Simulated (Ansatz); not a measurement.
C2H7FOSi (SMILES CCO[SiH2]F), singlet, geometry from GFN2-xTB, atoms displaced at random by about 0.08 Å a coordinate; R2SCAN/STO-3G, gradient (Ansatz, a quantum-chemistry and plane-wave program).

The Ansatz input:
Ansatz 0.2 input:
```yaml
crystal:
  periodic: [false, false, false]
  atoms:
    - {symbol: Si, position_ang: [1.31289690, 0.23551745, 0.43175301]}
    - {symbol: F, position_ang: [1.85484726, 0.60288029, -1.04074733]}
    - {symbol: O, position_ang: [-0.41914981, 0.18437086, 0.40832499]}
    - {symbol: C, position_ang: [-1.09197234, -0.79294020, -0.15119196]}
    - {symbol: C, position_ang: [-2.56486661, -0.34825343, -0.21423428]}
    - {symbol: H, position_ang: [1.97814818, -0.78231497, 0.93055660]}
    - {symbol: H, position_ang: [1.31343010, 1.60789184, 1.14475663]}
    - {symbol: H, position_ang: [-1.06332814, -1.77745282, 0.15907114]}
    - {symbol: H, position_ang: [-0.90453314, -0.84312230, -1.36820893]}
    - {symbol: H, position_ang: [-2.89366445, 0.56526038, -0.41270896]}
    - {symbol: H, position_ang: [-3.28583088, -1.06985045, -0.49781993]}
    - {symbol: H, position_ang: [-2.78701098, -0.54131851, 0.91335748]}
basis:
  gaussian:
    orbitals: STO-3G
hamiltonian:
  xc: r2scan
output: {forces: true}
```

Task: What does Ansatz print? Leave out banner, timings and long lists.

Result: 
```
Functional definition: r2SCAN
479 factors; integrals over basis functions are off by at most 4.3e-5 eV
mean field evaluation 1: about -14637.5590 eV, gradient 2.6e1 eV
mean field evaluation 2: about -14636.5919 eV, gradient 3.2e1 eV
mean field evaluation 4: about -14639.8213 eV, gradient 8.9e-1 eV
mean field evaluation 8: about -14639.7227 eV, gradient 3.9e-2 eV
mean field -14639.72269118 eV, -537.9998857402 hartree, gradient 1.7e-5 eV, S^2 0.000000; 0 other end points of the search recorded, 0 dependent functions left out
the calculation of the forces begins
reference -14639.72269765 eV, -537.9998859782 hartree; 25, 25 occupied and 11, 11 virtual orbitals, 479 factors
Total energy: -14639.72269765 eV, -537.9998859782 hartree
Atom 0 at     1.312897     0.235517     0.431753 Å, force    -3.850323     6.405526    -0.518213 eV/Å
Atom 1 at     1.854847     0.602880    -1.040747 Å, force     0.334334    -0.295812    -1.053697 eV/Å
Atom 2 at    -0.419150     0.184371     0.408325 Å, force     4.251118     3.867007     3.547877 eV/Å
Atom 3 at    -1.091972    -0.792940    -0.151192 Å, force    -2.798401     0.320212   -10.391516 eV/Å
Atom 4 at    -2.564867    -0.348253    -0.214234 Å, force    -0.272970    -6.256100     7.676564 eV/Å
Atom 5 at     1.978148    -0.782315     0.930557 Å, force     2.165075    -3.628266     1.944910 eV/Å
Atom 6 at     1.313430     1.607892     1.144757 Å, force     0.642412    -1.964037    -0.258324 eV/Å
Atom 7 at    -1.063328    -1.777453     0.159071 Å, force     0.390826    -3.605832     1.749179 eV/Å
Atom 8 at    -0.904533    -0.843122    -1.368209 Å, force     0.605108    -0.555934     2.489568 eV/Å
Atom 9 at    -2.893664     0.565260    -0.412709 Å, force    -0.810150     5.459184    -1.675448 eV/Å
Atom 10 at    -3.285831    -1.069850    -0.497820 Å, force    -0.514264    -1.372539    -2.177444 eV/Å
Atom 11 at    -2.787011    -0.541319     0.913357 Å, force    -0.142766     1.626592    -1.333455 eV/Å
Dipole moment:     0.208286    -0.261532     0.150625 e Å
```
